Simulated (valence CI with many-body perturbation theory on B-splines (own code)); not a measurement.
Tm LXIII in brief

Method: valence CI with perturbative core correlation (CI+MBPT): five valence electrons over a frozen Dirac-Fock core [He], radial functions for each j: 9 s, 9 p, 8 d, 6 f, 3 g, 1 h, with the one-electron correlation potential Σ1, the two-electron term Σ2, the three-electron term Σ3, Breit, model QED; selected CI, second order for the rest, scaled by the run's own slope (own B-spline code, finite nucleus).

No measured spectrum was set against this ion. As an estimate, large intervals hold to a few tenths of a per cent, small ones and those within an open d or f shell to about a per cent. Among the levels kept, up to 4000 cm⁻¹ of a level comes from second order outside the variational space, and about a tenth of that is noise between levels of different J, which matters for small intervals.

Levels are named by their leading jj configuration (3d3/2^4 stands for four electrons in 3d with j = 3/2), which in mixed levels can hold well under half, so a name can repeat and another be missing.

Rates and lifetimes use the calculated energies. Strong lines usually hold to 10 to 20 %, long lifetimes can be off by a factor of two.

Task: What is the ground level?

Result: (2s^2 2p1/2^2 2p3/2) J=3/2, composition 48 % 2s2.2p3 2P° + 27 % 2s2.2p3 2D° + 24 % 2s2.2p3 4S°, g = 1.321.

Task: Among levels below 688.70 Ry, which E1 lines absorb most strongly from the ground level?

Result: to (2s^2 2p1/2^2 3d5/2) J=5/2 at 0.1509 nm, f = 0.547; to (2s^2 2p1/2 2p3/2 3d3/2) J=5/2 at 0.1351 nm, f = 0.505; to (2s^2 2p1/2 2p3/2 3d3/2) J=3/2 at 0.1350 nm, f = 0.288.

Task: What are the static dipole polarisabilities of the lowest levels?

Result: (2s^2 2p1/2^2 2p3/2) J=3/2 0.000101 (tensor 2.0e-05) bohr³, of which the core gives 3.04e-07.

Task: Where does the other parity begin?

Result: At (2s 2p1/2^2 2p3/2^2) J=5/2, 96.46 Ry.

Task: What is the ionisation energy?

Result: 14300 eV; NIST lists 14300 ± 15 eV (theoretical).

Task: Name the longest-lived excited levels whose lifetime is computed, and their main decay.

Result: (2s^2 2p1/2 2p3/2^2) J=5/2 at 75.30 Ry lives 614 ps, mostly by M1 to (2s^2 2p1/2^2 2p3/2) J=3/2; (2s^2 2p1/2 2p3/2^2) J=1/2 at 78.74 Ry lives 183 ps, mostly by M1 to (2s^2 2p1/2^2 2p3/2) J=3/2; (2s^2 2p1/2 2p3/2^2) J=3/2 at 73.63 Ry lives 105 ps, mostly by M1 to (2s^2 2p1/2^2 2p3/2) J=3/2.

Task: How well does LS coupling describe the low levels?

Result: Among the lowest 20 levels the leading LS term, summed over configurations, holds 63 % on average. For single configurations the figures are 63 % in LS and 100 % in jj coupling. Terms mix most in the J = 3/2 level at 591.22 Ry, where the leading one holds 34 %.
